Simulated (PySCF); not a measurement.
## Calculated NMR parameters of [BH3-][P@+]1(C(C)(C)C)C=C1C=C

- Formula: C8H16BP
- SMILES: [BH3-][P@+]1(C(C)(C)C)C=C1C=C
- InChI: InChI=1S/C8H16BP/c1-5-7-6-10(7,9)8(2,3)4/h5-6H,1H2,2-4,9H3/t10-/m1/s1
- Point group of the computed structure: C1
- Carbon signals: 6
- Proton signals: 6

Structure with atom numbers: `[BH3-:1][P@+:2]1([C:3]([CH3:4])([CH3:5])[CH3:6])[CH:7]=[C:8]1[CH:9]=[CH2:10]` (H(Xn): hydrogen on atom n). Ha(C10) is cis to C8; Hb(C10) is trans to C8.

[PySCF: NMR shieldings at KT3/pcSseg-1/GIAO; structure optimised with PBE0-D3(BJ)/def2-SVP; a single conformation; relativity neglected; rapidly exchanging positions averaged; in vacuum]

Referencing at the same level of theory: ¹H and ¹³C against TMS; H3PO4 for ³¹P; BF3·OEt2 for ¹¹B.

| carbon | δC, type | δH (multiplicity) | HMBC from (2–3 bonds) | span of the C tensor (ppm) |
| --- | --- | --- | --- | --- |
| C3 | 36.9, C | – | H(C7), H(B1), H(C4)/H(C5)/H(C6) | 28 |
| C4/C5/C6 | 28.9, CH3 | 1.07 (m) | H(C4)/H(C5)/H(C6) | 41 |
| C7 | 118.4, CH | 7.63 (m) | H(C9), H(B1) | 210 |
| C8 | 134.3, C | – | H(C7), H(C9), Hb(C10), Ha(C10), H(B1) | 221 |
| C9 | 121.7, CH | 6.79 (m) | H(C7), Hb(C10), Ha(C10) | 196 |
| C10 | 127.8, CH2 | Ha(C10) 5.99 (m); Hb(C10) 6.00 (m) | H(C9) | 200 |

Other nuclei:
```tsv
atoms	nucleus	environment	δ (ppm)	σ (ppm)
H(B1)	¹H	hydrogen on a boron bonded to P	1.08	30.24
P2	³¹P	phosphorus bonded to 3 C, B, in a 3-membered ring	-99.3	431.7
B1	¹¹B	boron bonded to P, 3 H	-47.6	148.1
```

1. δC 134.3: fully substituted alkene carbon; an sp2 carbon of a C=C bond.
2. δC 127.8: terminal =CH2 carbon; an sp2 carbon of a C=C bond.
3. δC 121.7, 118.4: alkene CH; an sp2 carbon of a C=C bond.
4. δC 28.9: methyl carbon; saturated and bonded to C and H only.
5. δH 7.63, 6.79: hydrogen on an alkene CH; olefinic region.

Hydrogens on boron are broadened and split by ¹¹B (spin 3/2, 80 %) and 10B (spin 3). Splittings by ³¹P in the carbon and heteronuclear signals aren't shown, as no couplings were computed. Shifts are as computed, not scaled to solution data. Of 1313 compounds with measured shifts, 239 miss one by over three times the rms of a fit or turn the order of signals round; such compounds aren't used in these exercises. Experimental scales use liquid or dissolved standards, which lie at an offset from isolated H3PO4. No couplings were computed; multiplicities are counted from neighbouring protons, with m where these are inequivalent, close in shift, in a saturated or five-membered ring or joined by F or P, and br s for small geminal =CH2 splittings.
